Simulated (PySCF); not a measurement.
**[Bi(NH2)4]− at several levels of theory**

Computed with PySCF 2.14.0 (density fitting, no spin-orbit coupling) at the geometry relaxed with BP86:

```xyz
13
[Bi(NH2)4]− (singlet)
Bi    0.8296    0.0000    0.0000
N     0.0823    1.6336    1.6336
H     0.5892    1.3612    2.5019
H     0.5892    2.5019    1.3612
N    -0.4488   -1.3102    1.3102
H    -1.0474   -0.5783    1.7378
H    -1.0474   -1.7378    0.5783
N     0.0823   -1.6336   -1.6336
H     0.5892   -2.5019   -1.3612
H     0.5892   -1.3612   -2.5019
N    -0.4488    1.3102   -1.3102
H    -1.0474    1.7378   -0.5783
H    -1.0474    0.5783   -1.7378
```

```tsv
level	basis	state	HOMO (eV)	gap (eV)	charge on Bi1 (e)	dipole about the centre of mass (D)	largest force component (eV/Å)
BP86	Bi def2-SVP with ECP60, N def2-SVP, H def2-SVP	singlet	0.68	3.67	0.43	3.67	0.01
TPSSh	the same	singlet	0.24	4.60	0.53	3.86	0.35
BP86	Bi def2-TZVP with ECP60, N def2-TZVP, H def2-TZVP	singlet	0.04	3.42	0.81	4.09	0.52
BP86	Bi x2c-SVPall, N x2c-SVPall, H x2c-SVPall	singlet	0.70	3.76	0.46	3.86	0.84
```

Charges are Mulliken's, which hang on the basis. The relaxation used the grid (50, 194), these runs (75, 302) or, all-electron (x2c bases, spin-free X2C Hamiltonian), (99, 590).

**Question.** A further run in the first row's basis gives HOMO (eV) 0.96, gap (eV) 3.60, charge on Bi1 (e) 0.44, dipole about the centre of mass (D) 3.73, largest force component (eV/Å) 0.38. Which level was it?
A. TPSS
B. BLYP
C. wB97X

**Answer.** B. The others give HOMO -2.63 eV (wB97X); 0.72 eV (TPSS).

In the first row's basis the gap widens with exact exchange: 3.6 to 3.8 eV for BLYP, BP86, TPSS (none); 4.6 eV for TPSSh (a fixed share); 9.6 eV for wB97X (rising or full at long range).

The highest filled level of some runs lies above zero, as often for anions with such functionals and bases.
